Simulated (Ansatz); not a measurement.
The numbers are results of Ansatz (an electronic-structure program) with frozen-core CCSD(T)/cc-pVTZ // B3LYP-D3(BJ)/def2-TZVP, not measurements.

Ansatz 0.2 input:
```yaml
crystal:
  periodic: [false, false, false]
  atoms:
    - { symbol: Br, position_ang: [-1.064542, -1.521087, -0.084963] }
    - { symbol: C, position_ang: [-0.000636, -0.00068, 0.232991] }
    - { symbol: Br, position_ang: [-0.784906, 1.682989, -0.07492] }
    - { symbol: Br, position_ang: [1.850084, -0.161222, -0.073108] }
basis:
  gaussian: { orbitals: cc-pVTZ }
correlation:
  method: ccsd_t
magnetization:
  spin_polarized: true
  initial_magnetization: 1
```

Output:

```
Functional definition: HF
1027 factors; integrals over basis functions are off by at most 5.7e-4 eV
mean field evaluation 1: about -211027.0958 eV, gradient 1.6e1 eV
mean field evaluation 2: about -211027.1885 eV, gradient 1.7e1 eV
mean field evaluation 4: about -211029.4286 eV, gradient 3.3e0 eV
mean field evaluation 8: about -211029.7884 eV, gradient 1.0e0 eV
mean field evaluation 16: about -211029.8443 eV, gradient 1.5e-6 eV
mean field evaluation 32: about -211028.7264 eV, gradient 3.9e0 eV
mean field -211029.84428890 eV, -7755.2037364511 hartree, gradient 4.5e-6 eV, S^2 0.777078; 0 other end points of the search recorded, 0 dependent functions left out
28 core orbitals not correlated
reference -211029.84428890 eV, -7755.2037364511 hartree; 28, 27 occupied and 103, 104 virtual orbitals, 1027 factors
second order -22.13318259 eV of doubles, -0.00000000 eV of singles
cycle   1  -22.13127814 eV  change    1.9e-3 eV  update   1.2e-1
cycle   2  -22.72638674 eV  change   -6.0e-1 eV  update   3.5e-2
cycle   3  -22.85754769 eV  change   -1.3e-1 eV  update   2.2e-2
cycle   4  -22.84982127 eV  change    7.7e-3 eV  update   9.1e-3
cycle   5  -22.85047959 eV  change   -6.6e-4 eV  update   4.5e-3
cycle   6  -22.85173806 eV  change   -1.3e-3 eV  update   1.3e-3
cycle   7  -22.85153086 eV  change    2.1e-4 eV  update   6.0e-4
cycle   8  -22.85170083 eV  change   -1.7e-4 eV  update   3.7e-4
cycle   9  -22.85168579 eV  change    1.5e-5 eV  update   2.3e-4
cycle  10  -22.85145672 eV  change    2.3e-4 eV  update   1.1e-4
cycle  11  -22.85160034 eV  change   -1.4e-4 eV  update   5.7e-5
cycle  12  -22.85159015 eV  change    1.0e-5 eV  update   1.7e-5
perturbative correction -1.01968047 eV, -0.0374725661 hartree
Total energy: -211053.71555952 eV, -7756.0809894658 hartree
```

Cost: roughly 5 core-minutes.
